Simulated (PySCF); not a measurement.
## Working out the ionisation energy of Ga⁺

Ga⁺ [Ar] 3d10 4s2 (1S) → Ga²⁺ [Ar] 3d10 4s1 (2S). Computed with PySCF 2.14 in x2c-QZVPPall (11s7p5d4f1g, 94 functions), with scalar relativity by spin-free X2C-1e. Frozen: [Ne]. Energies in hartree (1 hartree = 27.21139 eV):

```
             part   Ga⁺ (lower)  Ga²⁺ (upper)
              UHF  -1942.027457  -1941.338408
MP2 opposite-spin     -0.538823     -0.493484
    MP2 same-spin     -0.272888     -0.258601
```

Question: What does Hartree-Fock give?

Answer: (-1941.338408) − (-1942.027457) = 0.689049 hartree = 18.750 eV.

Question: What do MP2 and SCS-MP2 (6/5 opposite-spin, 1/3 same-spin) give?

Answer: The opposite-spin parts differ by 1.234 eV and the same-spin parts by 0.389 eV. MP2: 18.750 + (1.234) + (0.389) = 20.373 eV. SCS-MP2: 18.750 + 1.2 × (1.234) + (0.389)/3 = 20.360 eV.

Measured between the centres of the two terms (NIST): 20.515 eV, so MP2 (valence and next inner shell) is off by -0.142 eV.

What remains against the reference includes basis incompleteness, the frozen core and correlation beyond second order.
